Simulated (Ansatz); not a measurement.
The cluster Fe₄Co⁺, relaxed as a multiplicity 15 with UKS PBE-D4/def2-SVP in Ansatz, starting from the GFN1-xTB geometry. Force threshold 0.02 eV/Å.

The charge 1 multiplicity 15 is spin-contaminated (final ⟨S²⟩ up to 56.21, 56.00 for a pure state). The structure comes from a short search, and lower isomers may exist.

Start:

```xyz
5

Fe   -1.552   -0.099   -0.009
Fe    2.024    1.178    0.302
Fe    0.657   -0.584   -0.179
Fe   -0.944   -2.227   -0.627
Co   -0.185    1.732    0.513
```

(1) Estimate the energy that the relaxation releases and the steps that it takes.

(2) Does the start keep its bonding and symmetry?

(3) Predict the relaxed structure.

Results:

(1) 1.84 eV, in 22 steps; 3.6 min on 4 threads of Intel Xeon on a shared host. No frequencies were taken in this run, so the end may be a saddle point.

(2) Bonds formed: Fe1–Fe2, Fe2–Fe4 (atoms count from 1). Point group Cs at the start, C3v at the end, both within 0.05 Å.

(3) 
| atom | x (Å) | y (Å) | z (Å) |
| --- | --- | --- | --- |
| Fe1 | -1.3069 | 0.3171 | -0.2397 |
| Fe2 | 0.9769 | 0.5066 | -0.8109 |
| Fe3 | 0.3400 | -0.7814 | 1.0680 |
| Fe4 | -0.1479 | -1.4981 | -1.0699 |
| Co5 | 0.1378 | 1.4559 | 1.0525 |
Bond lengths (bridged metal pairs left out): 6 × Fe–Fe 2.31 to 2.37 Å; 3 × Co–Fe 2.25 Å.
